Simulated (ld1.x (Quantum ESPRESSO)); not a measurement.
## Cutoff test, P, ultrasoft

- Element: P (Z = 15)
- Generator: ld1.x (Quantum ESPRESSO) 7.5
- Type: ultrasoft
- Functional: LDA (PZ)
- Relativity: scalar-relativistic
- Frozen core: [Ne]
- Valence charge: 5
- Reference configuration: 3s1.5 3p3.5
- Partial waves: 3s (bound): rcut 1.35, rcutus 1.85 bohr; 3s channel at -0.4 Ry: rcut 1.35, rcutus 1.85 bohr; 3p (bound): rcut 1.25, rcutus 1.50 bohr; 3p channel at 0.05 Ry: rcut 1.25, rcutus 1.50 bohr
- Local potential: all-electron potential smoothed inside 1.20 bohr (lloc = -1)
- Core correction: none
- Augmentation charge: PSQ, inside the norm-conserving radii

The pseudo-atom Hamiltonian at the reference potential is diagonalised in spherical Bessel functions j_l(qr) that vanish at 20 bohr, with q² up to the cutoff. All-electron valence levels (Ry): 3s -1.0571, 3p -0.4326.

Q: How do the lowest levels (Ry) of each channel move with the cutoff, and are there ghosts?

A:

```json
{"cutoff (Ry)": "8", "s #1": "-1.0570", "s #2": "-0.0287", "p #1": "-0.4271", "p #2": "0.0296", "d #1": "0.0655", "d #2": "0.1429", "f #1": "0.1154", "f #2": "0.2452", "Σ f·Δε (mRy)": "19.8"}
{"cutoff (Ry)": "10", "s #1": "-1.0570", "s #2": "-0.0287", "p #1": "-0.4313", "p #2": "0.0294", "d #1": "0.0654", "d #2": "0.1422", "f #1": "0.1154", "f #2": "0.2452", "Σ f·Δε (mRy)": "5.1"}
{"cutoff (Ry)": "12", "s #1": "-1.0570", "s #2": "-0.0287", "p #1": "-0.4324", "p #2": "0.0293", "d #1": "0.0654", "d #2": "0.1417", "f #1": "0.1154", "f #2": "0.2452", "Σ f·Δε (mRy)": "1.3"}
{"cutoff (Ry)": "15", "s #1": "-1.0570", "s #2": "-0.0287", "p #1": "-0.4325", "p #2": "0.0293", "d #1": "0.0653", "d #2": "0.1414", "f #1": "0.1154", "f #2": "0.2452", "Σ f·Δε (mRy)": "0.6"}
{"cutoff (Ry)": "18", "s #1": "-1.0571", "s #2": "-0.0287", "p #1": "-0.4325", "p #2": "0.0293", "d #1": "0.0653", "d #2": "0.1410", "f #1": "0.1154", "f #2": "0.2452", "Σ f·Δε (mRy)": "0.6"}
{"cutoff (Ry)": "21", "s #1": "-1.0571", "s #2": "-0.0287", "p #1": "-0.4325", "p #2": "0.0293", "d #1": "0.0652", "d #2": "0.1409", "f #1": "0.1154", "f #2": "0.2452", "Σ f·Δε (mRy)": "0.5"}
{"cutoff (Ry)": "400", "s #1": "-1.0572", "s #2": "-0.0287", "p #1": "-0.4326", "p #2": "0.0293", "d #1": "0.0652", "d #2": "0.1406", "f #1": "0.1154", "f #2": "0.2452", "Σ f·Δε (mRy)": "0.0"}
```

Result: no extra level below or beside the all-electron valence levels (s, p, d, f tested); 10 mRy is reached at 10 Ry and 1 mRy at 15 Ry.

Its largest configuration-test error is +359 meV.
